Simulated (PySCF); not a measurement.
AsBH4, SMILES [AsH2]B.

Coordinates come from a r2SCAN-D4/def2-TZVP optimisation.

Calculation: M06-2X/def2-TZVPD in PySCF.

| Property | Result |
|---|---|
| total energy | -2263.09152 hartree |
| point group | Cs |
| highest occupied level | -8.40 eV |
| lowest empty level | -1.06 eV |
| orbital gap | 7.34 eV |
| dipole moment | 0.50 D |
| quadrupole, principal values (traceless, Buckingham form, about the centre of nuclear charge) | -1.86, 0.78, 1.08 D·Å |
| mean static polarisability | 50.1 bohr³ (7.42 Å³) |
| polarisability, principal values | 42.6, 45.8, 61.9 bohr³ |
